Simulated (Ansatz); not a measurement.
Consider the redistribution: `N[Si](N)(N)N` + `[CH3][Cd][OH]` → `N[Si](N)(N)O` + `[CH3][Cd][NH2]`.

Gas-phase electronic energies from Ansatz, PBE0-D4/def2-TZVP geometries. CCSD(T)/CBS is the MP2 limit (def2-TZVPP, def2-QZVPP) plus CCSD(T) − MP2 in def2-TZVPP, frozen cores. DFT in def2-TZVPP. def2 core potentials past Kr. For Cd outer-core shells are correlated without core-valence functions, which leaves a few kJ/mol of doubt a bond. Each species was taken in one conformer, which may not be the lowest.

Problem. Is it downhill or uphill in electronic energy at CCSD(T)/CBS, and by how much? (Estimate.)

Solution. The calculation gave: Downhill: ΔE = -31.4 kJ/mol.

Problem. What do these levels give: PBE0-D4, BHLYP-D4, ωB97M-V, B2PLYP, MP2/def2-QZVPP, CCSD/CBS(def2)? (Estimate.)

Solution. The calculation gave: PBE0-D4 -31.1, BHLYP-D4 -32.3, ωB97M-V -32.1, B2PLYP -32.6, MP2/def2-QZVPP -34.1, CCSD/CBS(def2) -31.3 kJ/mol.

Largest T1 diagnostic among the species: 0.014.

From PBE to PBE0 (25 % exact exchange), in def2-TZVPP and without D4, ΔE moves by −3.1 kJ/mol. At CCSD(T), def2-SVP lies −4.1 kJ/mol from the extrapolated value and def2-TZVPP −4.6 kJ/mol.
